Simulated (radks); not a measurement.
Results of a calculation; reference values are marked as such.
How relativity changes the ionisation of the lithium ion Li+ ([He]) to Li2+ (1s1). Spin-unpolarised spherical Kohn-Sham, LDA (Slater exchange, Perdew-Wang correlation), point nucleus unless stated (finite: rms radius 2.444 fm), a radial shooting solver on a logarithmic mesh with Libxc functionals. A level marked "c x" has the speed of light scaled by that factor.

| level | E(Li+) (hartree) | E(Li2+) (hartree) | IE (eV) | HOMO | <r> HOMO (bohr) |
|---|---|---|---|---|---|
| non-rel. | -7.14218 | -4.27093 | 78.131 | 1s | 0.5848 |
| scalar-rel. | -7.14295 | -4.27143 | 78.138 | 1s | 0.5847 |
| scalar-rel., finite nucleus | -7.14295 | -4.27143 | 78.138 | 1s | 0.5847 |
| Dirac | -7.14295 | -4.27143 | 78.138 | 1s1/2 | 0.5847 |
| Dirac, finite nucleus | -7.14295 | -4.27143 | 78.138 | 1s1/2 | 0.5847 |
| Dirac, c x 0.85 | -7.14325 | -4.27162 | 78.141 | 1s1/2 | 0.5847 |
| Dirac, c x 2 | -7.14237 | -4.27105 | 78.133 | 1s1/2 | 0.5848 |
| Dirac, c x 100 | -7.14218 | -4.27093 | 78.131 | 1s1/2 | 0.5848 |

NIST Atomic Spectra Database: 75.640 eV (theoretical). The relativistic part of the total energy of Li+ is -0.0007746 hartree (Dirac, finite nucleus), 0.011 % of the non-relativistic value. Spin polarisation and multiplet splitting of open shells are left out at every level.

Beside tabulated values, note that spin-unpolarised runs miss the spin-polarisation part of the exchange energy of open shells.
